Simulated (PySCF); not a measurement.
Which method gave which barrier?

Saddle point of BH$_{2}$Cl$_{3}$, closed shell (BCl₃ ([Cl][B]([Cl])[Cl]) + H₂ → BHCl₂ ([Cl][BH][Cl]) + HCl; bonds formed: B1–H6, Cl2–H5; bonds broken: B1–Cl2, H5–H6), PBE0-D4/def2-TZVP structure:

B1  (-0.262, 0.237, -0.096)
Cl2  (1.746, -0.374, -0.195)
Cl3  (-1.017, 0.036, -1.672)
Cl4  (-0.375, 1.747, 0.799)
H5  (0.478, -0.890, 0.492)
H6  (-0.570, -0.755, 0.671)
(Å)

Program: PySCF 2.14 with density fitting (its default auxiliary sets; JK sets also for MP2 and CCSD(T)). Basis: def2-TZVPP, with def2-QZVPP for the basis limit. Cores are frozen in the correlated methods. Extrapolation: Hartree–Fock as exp(−7.88 √X), correlation as X^−2.97. Four methods, as single points on the PBE0-D4 structures, gave these electronic barriers from the start structure: 130.5, 141.0, 174.3, 220.7 kJ/mol.

(1) The methods were, in alphabetical order, BHLYP-D4, HF, PBE-D4, PBE0-D4. Which gave which? (A judgement: the text doesn't fix the answer.)

No T1 diagnostic of these runs exceeds 0.012. The start structure is not quite a true minimum (one mode of 29i cm⁻¹). The end structure is not quite a true minimum (one mode of 54i cm⁻¹).

Results:

(1) By the calculation: PBE-D4 130.5; PBE0-D4 141.0; BHLYP-D4 174.3; HF 220.7 kJ/mol. For comparison, CCSD(T) at an estimated basis limit (MP2 extrapolated from triple and quadruple zeta, plus CCSD(T) − MP2 in triple zeta) gives 161.9 kJ/mol.

Labels in which every atom is bracketed show which atoms are joined, not bond orders.

For scale, one of the runs: CCSD(T)/def2-TZVPP, 185 basis functions, launched by `OMP_NUM_THREADS=4 python run.py`. The run took 4.1 min on 4 CPU threads of an Arm Neoverse V2 (shared host), with 2 GiB of host memory at its peak.
